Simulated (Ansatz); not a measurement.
The first iterations of a band of AlH7N2S (11 atoms, charge 0, multiplicity 1).

These are results of UKS B3LYP-D4/6-31G* in Ansatz 0.2.0, not measurements.

```yaml
movable_images: 5
climbing_image: yes
spring: 5.0 eV/Å²
optimiser: quadratic models (default)
start_path: through a guess of the saddle point
force_threshold: 0.05 eV/Å
iteration_limit: 60
end_points: relaxed
```

Initial state:

```xyz
11
Properties=species:S:1:pos:R:3
Al 0.270 -0.618 -0.194
H 1.186 -0.753 -1.487
N 1.046 -0.703 1.423
N -1.508 -0.875 -0.370
H 1.069 2.663 -0.517
S -0.116 2.046 -0.313
H 2.044 -0.812 1.552
H 0.568 -0.844 2.304
H -2.145 -1.002 0.406
H -1.911 -1.283 -1.205
H -0.503 2.181 -1.598
```

Final state:

```xyz
11
Properties=species:S:1:pos:R:3
Al -0.372 0.096 0.527
H 2.165 0.230 -2.265
N 0.787 -0.561 1.699
N -1.604 -0.914 -0.263
H 1.864 0.754 -1.829
S -0.256 2.256 0.082
H 1.629 -0.084 1.994
H 0.699 -1.451 2.173
H -1.589 -1.925 -0.288
H -2.435 -0.563 -0.722
H -0.887 2.161 -1.109
```

| iteration | highest image above the first end (eV) | largest band force component (eV/Å) |
| --- | --- | --- |
| 1 | 3.535 | 11.956 |
| 2 | 0.791 | 3.633 |
| 3 | 0.893 | 1.489 |
| 4 | 0.857 | 0.647 |
| 5 | 0.776 | 0.529 |
| 6 | 0.829 | 0.269 |

Problem. Does the band converge within its limit, and where does its top end?

Solution. It converged. It ended after 19 iterations with the highest image 0.708 eV above the first end. A vibrational analysis at the climbing image gives one clearly imaginary mode, 1053i cm⁻¹: a first-order saddle point. The orbitals stay closed-shell, which can raise the energy where a bond breaks towards radicals; this wasn't checked here.

The run took 3 min on 2 threads of Intel(R) Xeon(R) 6975P-C (Granite Rapids), with other jobs on the host, peak memory 0.26 GiB.
